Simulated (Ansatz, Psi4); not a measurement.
# Predicting a hybrid from its neighbours: AsF3 (arsenic trifluoride)

The species is AsF3 (4 atoms), meant as a singlet with charge 0. As SMILES, `F[As](F)F`. The coordinates come from a PBE0-D4/def2-TZVP relaxation.

The electronic atomisation energy y, in eV, basis cc-pVDZ; a is the functional's share of exact exchange. Programs: Ansatz 0.2.0, Psi4 1.11.

| functional | program | a | y (eV) |
| --- | --- | --- | --- |
| r2SCAN | Ansatz | 0 | 13.31 |
| BLYP | Psi4 | 0 | 13.85 |
| TPSSh | Psi4 | 0.1 | 13.14 |
| B3LYP | Psi4 | 0.2 | ? |
| PBE0 | Ansatz | 0.25 | 12.89 |
| r2SCAN0 | Ansatz | 0.25 | 12.31 |
| BHLYP | Ansatz | 0.5 | 11.77 |

Problem. Fit y = c + s·a to the known rows and predict B3LYP.

Solution. 
1. Means of the 6 rows: a = 0.1833, y = 12.878.
2. Σ(Δa)² = 0.18333, Σ(Δa·Δy) = -0.66717, so the slope is -0.66717/0.18333 = -3.6392.
3. Intercept: 12.878 − (-3.6392) × 0.1833 = 13.545. The largest residual of the fit is 0.33.
4. B3LYP: 13.545 + (-3.6392) × 0.2 = 12.82 eV.

The run gave 13.15 eV, so the prediction is off by -0.33 eV, about the largest residual. The rows mix families of semi-local functionals, which the line can't see.
